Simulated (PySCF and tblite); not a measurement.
Results of a calculation; reference values are marked as such.
C8H6S2, numbered as in [SH:1][c:2]1[cH:3][cH:4][c:5]2[s:6][cH:7][cH:8][c:9]2[cH:10]1.

Level: B3LYP-D3(BJ)/def2-SVP//GFN2-xTB, thermal terms from GFN2-xTB, symmetry numbers and mirror pairs counted. Conformers within 2.5 kcal/mol (GFN2-xTB free energy) were kept, 4 at most. Programs: PySCF with density fitting and tblite.

Rotational constants are equilibrium values for the commonest isotopes; dipoles come from the energy level named.

Torsions listed: H1–S1–C2–C3.

```json
{"conformer": "1", "shape": "-179°", "symmetry": "Cs"}
{"conformer": "2", "shape": "1°", "symmetry": "Cs"}
```

(1) Give the rotational constants and dipole components, as needed to look for these species in a jet-cooled rotational spectrum.

(2) Which type of transition is strongest for conformer 1?

The minima are those of GFN2-xTB; planar forms about aryl–S or allylic bonds may be saddles in DFT.

Results:

(1) 
```tsv
conformer	A (MHz)	B (MHz)	C (MHz)	abs μa (D)	abs μb (D)	abs μc (D)	κ	Ic−Ia−Ib (u Å²)
1	2985	587	491	0.70	1.14	0.01	-0.92	0.0
2	2979	587	491	0.43	0.47	0.01	-0.92	0.0
```

(2) b-type, since that component is clearly the largest; the top is near-prolate.
